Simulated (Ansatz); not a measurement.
The same ligand exchange along the group Al, Ga, In.

Isolated molecules relaxed with PBE0-D4/def2-TZVP in Ansatz; ΔE leaves out vibrations. CBS: MP2 limit from def2 TZ/QZ plus the TZ coupled-cluster correction, frozen cores. This one scheme is used for every species. Functionals use def2-TZVPP. Elements past krypton have def2 core potentials. For Ga, In outer-core shells are correlated without core-valence functions, which leaves a few kJ/mol of doubt a bond. Scalar relativity is left out up to krypton.

```
                                                           reaction  PBE-D4 (eV)  CCSD(T)/def2-SVP (eV)
`[AlH2][SiH2][SiH3]` + `N[SiH3]` → `[SiH3]N[SiH3]` + `[AlH2][SiH3]`        -0.23                  -0.45
`[SiH3][SiH2][GaH2]` + `N[SiH3]` → `[SiH3]N[SiH3]` + `[SiH3][GaH2]`        -0.23                  -0.46
`[SiH3][SiH2][InH2]` + `N[SiH3]` → `[SiH3]N[SiH3]` + `[SiH3][InH2]`        -0.24                  -0.45
```

Q: Give the CCSD(T)/CBS values in the same order. (Best estimate.)

A: The calculation gave: -0.44, -0.44, -0.43 eV.

Largest T1 diagnostic: 0.014, for `[SiH3][SiH2][InH2]`.
